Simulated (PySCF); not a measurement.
# Stationary points of AsN(OH)2

Method: PBE/[As def2-SVP, N def2-SVP, O def2-SVP, H def2-SVP], no relativity, density fitting, PySCF.

Relaxations began from a few typed shapes. The search is not exhaustive: other isomers or separated fragments can lie lower, and high-lying points may rest on an excited occupation.

**Question.** Order these stationary points by electronic energy, lowest first, in kJ/mol from the lowest minimum.
A. singlet C2: As–N 1.697 Å, As–O 2.059 Å (×2), O–H 0.981 Å (×2); As–O–H 107.6° (×2), N–As–O 68.1° (×2), O–As–O 136.2°
B. singlet Cs: As–N 1.637 Å, As–O 1.792 Å, As–O 1.818 Å, O–H 0.981 Å, O–H 0.983 Å; As–O–H 106.1°, As–O–H 107.4°, N–As–O 133.7°, N–As–O 134.1°, O–As–O 92.3°
C. singlet Cs: As–N 1.764 Å, As–O 1.802 Å, N–O 1.381 Å, O–H 0.977 Å, O–H 0.985 Å; As–N–O 116.2°, As–O–H 105.5°, H–O–N 102.6°, N–As–O 94.5°

**Answer.** C (0.0), B (94.5), A (232.9).

**Question.** Which of them are minima?

**Answer.** By energy in kJ/mol, 0.0: minimum; 94.5: minimum; 232.9: saddle point, 1 imaginary mode.
